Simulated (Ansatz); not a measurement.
Reaction (formal loss of a carbene): `FC(F)CC(F)F` → `FCC(F)F` + `[CH]F`

Calculated with Ansatz (gas phase, PBE0-D4/def2-TZVP geometries, no zero-point term in ΔE). CCSD(T)/CBS adds triple-zeta CCSD(T) − MP2 to the extrapolated MP2 energy (def2 sets, frozen cores). This one scheme is used for every species. DFT in def2-TZVPP. B3LYP here is the variant with VWN-RPA as its local correlation; programs differ in this. HSE06 is defined as in plane-wave codes. One conformer a species, not always the lowest.

```json
{"level": "r2SCAN-D4", "ΔE (kJ/mol)": "450.8", "difference from CCSD(T)/CBS": "24.8"}
{"level": "PBE0-D4", "ΔE (kJ/mol)": "450.5", "difference from CCSD(T)/CBS": "24.5"}
{"level": "r2SCANh-D4", "ΔE (kJ/mol)": "453.1", "difference from CCSD(T)/CBS": "27.1"}
{"level": "r2SCAN0-D4", "ΔE (kJ/mol)": "456.4", "difference from CCSD(T)/CBS": "30.4"}
{"level": "HSE06-D4", "ΔE (kJ/mol)": "450.1", "difference from CCSD(T)/CBS": "24.1"}
{"level": "ωB97M-V", "ΔE (kJ/mol)": "426.5", "difference from CCSD(T)/CBS": "0.5"}
{"level": "PBE-QIDH", "ΔE (kJ/mol)": "454.7", "difference from CCSD(T)/CBS": "28.7"}
{"level": "revPBE", "ΔE (kJ/mol)": "405.9", "difference from CCSD(T)/CBS": "-20.1"}
{"level": "PBE0", "ΔE (kJ/mol)": "444.8", "difference from CCSD(T)/CBS": "18.8"}
{"level": "B3LYP", "ΔE (kJ/mol)": "410.7", "difference from CCSD(T)/CBS": "-15.3"}
{"level": "HSE06", "ΔE (kJ/mol)": "444.9", "difference from CCSD(T)/CBS": "18.9"}
{"level": "CAM-B3LYP", "ΔE (kJ/mol)": "428.1", "difference from CCSD(T)/CBS": "2.1"}
{"level": "MP2/def2-SVP", "ΔE (kJ/mol)": "462.6", "difference from CCSD(T)/CBS": "36.6"}
{"level": "CCSD/def2-SVP", "ΔE (kJ/mol)": "431.9", "difference from CCSD(T)/CBS": "5.9"}
{"level": "HF/def2-QZVPP", "ΔE (kJ/mol)": "378.7", "difference from CCSD(T)/CBS": "-47.3"}
{"level": "CCSD/CBS(def2)", "ΔE (kJ/mol)": "422.7", "difference from CCSD(T)/CBS": "-3.3"}
{"level": "CCSD(T)/CBS", "ΔE (kJ/mol)": "426.0", "difference from CCSD(T)/CBS": "0"}
```

Largest T1 diagnostic among the species: 0.018.

From r2SCAN to r2SCAN0 (25 % exact exchange), in def2-TZVPP and without D4, ΔE moves by +5.3 kJ/mol. Leaving LDA and LC-ωPBE aside and taking each functional with its dispersion term where it has one, the values, not all of them listed here, spread over 49.7 kJ/mol, from BLYP-D4 to r2SCAN0-D4. LDA lies +68.0 kJ/mol from PBE without D4. At CCSD(T), def2-SVP lies +7.6 kJ/mol from the extrapolated value and def2-TZVPP −4.1 kJ/mol.
